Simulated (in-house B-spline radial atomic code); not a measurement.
Configurations of Nb, with energies counted from [Kr] 4d4 5s1. All numbers are computed (Dirac-Hartree-Fock, average of configuration; Fermi nucleus of rms radius 4.324 fm) with a radial B-spline atomic code at the basis-set limit, not measured. Energies include first-order Breit, QED and recoil terms.

Occupations are held fixed; configurations that lie above the ionisation limit could autoionise.

| configuration | E - E(ref) (eV) | highest orbital | its <r> (bohr) |
| --- | --- | --- | --- |
| [Kr] 4d4 5p1 | 2.3618 | 5p3/2 | 5.947 |
| [Kr] 4d4 6p1 | 4.0544 | 6p3/2 | 14.21 |
| [Kr] 4d4 8s1 | 4.8007 | 8s1/2 | 33.05 |
| [Kr] 4d4 6g1 | 5.042 | 6g9/2 | 44 |

Order these further configurations by energy, lowest first.
A. [Kr] 4d3 5s1 7g1
B. [Ar] 3d10 4s2 4p5 4d4 5s1 6g1
C. [Ar] 3d10 4s2 4p5 4d4 5s1 5g1
D. [Kr] 4d4 5g1
E. [Kr] 4d3 5s1 6p1

E (3.9154 eV), D (4.8758 eV), A (5.1029 eV), C (39.532 eV), B (39.699 eV).
